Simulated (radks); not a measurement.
Results of a calculation; reference values are marked as such.
Fractional charge and spin in the 5p shell of erbium: the spin-up occupation runs from 2 to 3 and the spin-down occupation from 2 to 3; the fullest corner is Er, [Kr] 4d10 4f(up 6, down 6) 5s2 6s2 5p(up 3, down 3). Code: a radial shooting solver on a logarithmic mesh with Libxc functionals. Model: scalar-relativistic Kohn-Sham, r2SCAN, spin-polarised, spherical densities, finite nucleus; meta-GGA in the generalised Kohn-Sham scheme; Fermi nuclear charge, rms radius of each element as measured or else 0.836 A^(1/3) + 0.57 fm. Energy (eV) above the fullest corner. The planes named below are the two flat planes that join the four corners, with an edge along up + down = one added electron.

down \ up       2    2.25     2.5    2.75       3
2          77.374  65.029  53.429  42.565  32.425
2.25       65.029  53.524  42.748  32.690  23.336
2.5        53.429  42.748  32.778  23.506  14.915
2.75       42.565  32.690  23.506  14.998   7.145
3          32.425  23.336  14.915   7.145   0.000

Corners above the fullest one (they belong to Er+ and the next ion): (up 3, down 2) 32.425 eV, (up 2, down 3) 32.425 eV, (up 2, down 2) 77.374 eV. With half an added electron in each spin the energy lies 0.353 eV from the planes, and with half an added electron in spin up alone -1.470 eV. The planes are only a guide here: the flat-plane condition holds for ground states with one frontier orbital, while this shell lies below other occupied shells, so the corners above the fullest one are inner-hole states and not the ground states of those ions.
